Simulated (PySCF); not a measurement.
F2 (SMILES FF), singlet, at a GFN2-xTB geometry. Base run: PBE/aug-cc-pVDZ, polarisability (PySCF).

Here is a job for PySCF.
```python
from pyscf import gto, scf, dft
from pyscf.prop import polarizability

mol = gto.Mole()
mol.atom = '''
    F    -0.000000   -0.000000   -0.701582
    F     0.000000    0.000000    0.701582
'''
mol.basis = 'aug-cc-pvdz'
mol.charge = 0
mol.spin = 0
mol.verbose = 4
mol.build()

mf = dft.RKS(mol)
mf.xc = 'pbe'
mf.kernel()
alpha = mf.Polarizability().polarizability()[2, 2]
print('alpha_zz =', alpha)
```

The base run was repeated with changes; each row names its change, and settings that it needs were set with it.

```csv
change,alpha_zz (bohr³),basis functions
base,11.74,46
basis = STO-3G,5.38,10
basis = def2-TZVPD,12.50,80
finite field (a.u.) = 0.02; conv_tol = 1e-11,11.75,46
basis = def2-SVP,9.11,28
finite field (a.u.) = 0.05; conv_tol = 1e-11,11.80,46
finite field (a.u.) = 0.001; conv_tol = 1e-11,11.74,46
finite field (a.u.) = 0.005; conv_tol = 1e-11,11.74,46
basis = 6-31G*,9.36,28
"functional = lda,vwn",11.59,46
basis = def2-TZVP,(withheld),(withheld)
basis = def2-SVPD,(withheld),46
```

Fill in the missing entries.


- basis = def2-TZVP, alpha_zz (bohr³): 10.68
- basis = def2-TZVP, basis functions: 62
- basis = def2-SVPD, alpha_zz (bohr³): 12.24

Finite-field rows take the second difference of the energy in a field along z; a small field with loose convergence shows SCF noise divided by the square of the field, and a large one adds hyperpolarisability.
